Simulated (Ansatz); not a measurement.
Molecule: AsH3, charge -1, multiplicity 2. 
Coordinates optimised at B3LYP-D3(BJ)/def2-TZVP (Ansatz, a first-principles code):
```xyz
4

As     0.0144     0.0199     0.0538
H     -0.7488    -1.0335    -0.7582
H     -1.1908     1.1502    -0.5092
H      1.4639    -0.7737    -0.5087
```
Charge -1, spin multiplicity 2.

Basis-set convergence of Hartree-Fock and CCSD correlation energies (hartree) with Ansatz. Valence correlation only, unless marked. Open shells are spin-unrestricted. Spin-orbit coupling is left out. The frozen core is the preceding noble-gas configuration, with the filled d and f shells of earlier blocks. No relativistic terms. This anion needs diffuse functions, which these sets lack.

```tsv
basis	functions	E(HF)	E(corr, CCSD)
def2-SVP	47	-2235.55793	-0.16054
def2-TZVPP	90	-2235.84520	-0.20069
def2-QZVPP	179	[?]	[?]
```

Question: Some entries are withheld; supply them.

Answer: 
- def2-QZVPP, E(HF): -2235.89764
- def2-QZVPP, E(corr, CCSD): -0.21239
